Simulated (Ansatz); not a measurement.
In₅P₄Cl₃, a halide-capped cluster cut from zinc blende InP (3 Cl on the cations), relaxed as a singlet with RKS PBE-D4/def2-SVP in Ansatz, starting from the GFN1-xTB geometry. Force threshold 0.03 eV/Å.

In the def2 sets In takes a core potential; there is no spin–orbit coupling.

Start:

Cartesian coordinates in Å:
```
In 1.579 0.641 0.858
In -0.324 1.288 -1.789
In -0.009 -2.053 -0.527
In -0.832 -1.162 2.333
In -2.782 -0.106 -0.055
P 1.639 -0.398 -1.544
P 0.606 0.670 3.195
P -2.763 1.907 -1.499
P -2.310 -2.580 0.620
Cl 3.281 2.379 0.826
Cl 0.557 3.000 -3.295
Cl 1.358 -3.588 0.876
```

| step | energy (eV) | largest force component (eV/Å) | SCF passes |
| --- | --- | --- | --- |
| 1 | -100546.4619 | 0.985 | 26 |
| 2 | -100546.8950 | 0.427 | 28 |
| 3 | -100546.9584 | 0.160 | 23 |
| 4 | -100546.9752 | 0.102 | 23 |
| 5 | -100546.9962 | 0.163 | 24 |
| 6 | -100547.0173 | 0.091 | 24 |
| 7 | -100547.0345 | 0.159 | 23 |
| 8 | -100547.0499 | 0.203 | 23 |
| 9 | -100547.0665 | 0.202 | 23 |
| 10 | -100547.0851 | 0.100 | 23 |
| 11 | -100547.0940 | 0.118 | 23 |
| 12 | -100547.1048 | 0.312 | 23 |
| 13 | -100547.1161 | 0.189 | 23 |
| 14 | -100547.1210 | 0.146 | 23 |
| 15 | -100547.1253 | 0.141 | 22 |
| 16 | -100547.1284 | 0.112 | 22 |
| 17 | -100547.1299 | 0.084 | 23 |
| 18 | -100547.1310 | 0.044 | 22 |
| 19 | -100547.1310 | 0.031 | 23 |
| 20 | -100547.1312 | 0.019 | 23 |

Force components are those of the run's own axes.

End:

```xyz
12

In    1.5800    1.0014    1.2409
In   -0.2640    1.1853   -1.9128
In    0.1853   -2.2131   -0.2818
In   -0.7939   -0.6944    2.6719
In   -2.6434   -0.2745   -0.2114
P     1.6426   -0.2941   -0.9888
P     0.6616    0.9375    3.5760
P    -2.7429    1.5263   -1.7452
P    -2.0258   -2.2972    1.1685
Cl    2.9781    2.8973    0.8667
Cl    0.7451    2.6742   -3.4729
Cl    0.6773   -4.4486   -0.9112
```

By distances, no bond broke or formed. The bond that changes most is In4–P9, from 2.67 to 2.52 Å (atoms count from 1).

No frequencies were taken in this run, so the end may be a saddle point.

It took 48 s on 2 threads of AMD EPYC 7R13 on a shared host and a share (18 GiB) of an NVIDIA H100 80GB HBM3, peak host memory 0.96 GiB.
